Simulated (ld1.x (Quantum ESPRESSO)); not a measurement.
# What one change does to a pseudopotential (Ag, RRKJ)

- Element: silver
- Generator: ld1.x (Quantum ESPRESSO) 7.5
- Type: norm-conserving RRKJ (Kleinman–Bylander form)
- Functional: PBE
- Relativity: scalar-relativistic
- Frozen core: [Ar] 3d10 4s2
- Valence charge: 17
- Reference configuration: 4p6 4d9 5s2 5p0
- Partial waves: 4p (bound): rc 1.65 bohr; 4d (bound): rc 1.90 bohr; 5s (bound): rc 2.20 bohr
- Local potential: the s channel
- Core correction: none

Change: wave 5s (bound): rc 2.20 bohr becomes 5s (bound): rc 3.30 bohr.

Cutoffs: the cutoffs (Ry, on a coarse ladder) from which the occupation-weighted sum of valence levels, in a spherical-Bessel basis at the reference potential, stays within 10 and 1 mRy of its value at 400 Ry; they do not see the model core or the augmentation charge, which bear on the density cutoff. Errors are all-electron minus pseudo energies relative to the spin-unpolarised reference configuration.

Problem. How do hardness, ghosts and transferability respond?

Solution. The potential gets softer (45 Ry and 70 Ry → 45 Ry and 60 Ry); of the 7 tests that both files solve, the error grows in 2 and shrinks in 4 by more than 15 % and 0.3 meV (median size 100.3 → 5.0 meV); neither file shows a bound ghost at the reference potential, the only one tested. A larger radius leaves more room for a smooth pseudo-wave, so fewer plane waves are needed.

```tsv
quantity	base	changed
cutoff, loose	45 Ry	45 Ry
cutoff, tight	70 Ry	60 Ry
loose cutoff by channel (10 mRy a level)	p 35 Ry, d 40 Ry, s 8 Ry	p 35 Ry, d 40 Ry, s 6 Ry
bound ghosts	none	none
error for 4p6 4d10 5s1 5p0, meV [ΔE -4.08 eV]	-87	-5.0
error for 4p6 4d10 5s0 5p0, meV [ΔE 3.68 eV]	-125	+5.0
error for 4p6 4d9 5s0 5p0, meV [ΔE 25.79 eV]	-26	-76
error for 4p6 4d10 5s0.5 5p0, meV [ΔE -1.06 eV]	-104	-2.6
error for 4p6 4d9 5s1 5p0, meV [ΔE 9.07 eV]	-4.6	-2.7
error for 4p6 4d8 5s0 5p0, meV [ΔE 61.99 eV]	-100	-438
error for 4p5 4d10 5s1 5p0, meV [ΔE 61.17 eV]	-195	-222
```

Base: These tests converged, but a pseudo level misses the all-electron one widely, so the file describes the atom poorly there or has found another state: 4p6 4d8 5s0 5p0: empty 5p by 2.6 eV. Changed file: These tests converged, but a pseudo level misses the all-electron one widely, so the file describes the atom poorly there or has found another state: 4p6 4d8 5s0 5p0: empty 5p by 2.9 eV.
